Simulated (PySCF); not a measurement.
Correlation energy of Ne (neon, neutral)

[Ne], closed-shell 1S. Computed with PySCF 2.14 in aug-cc-pVTZ (5s4p3d2f, 46 functions), with no relativity, point nucleus. Frozen: 1s2; 8 electrons correlated.

MP2 pair energies summed by pair of shells (mhartree):

```json
{"pair": "2p-2p", "energy": "-194.62", "share (%)": "71.4"}
{"pair": "2s-2p", "energy": "-68.19", "share (%)": "25.0"}
{"pair": "2s-2s", "energy": "-9.72", "share (%)": "3.6"}
```

Total MP2 correlation energy: -272.52 mhartree.

Same-spin part -70.98 and opposite-spin part -201.54 mhartree; SCS-MP2 scales them by 1/3 and 6/5 to -265.51 mhartree.
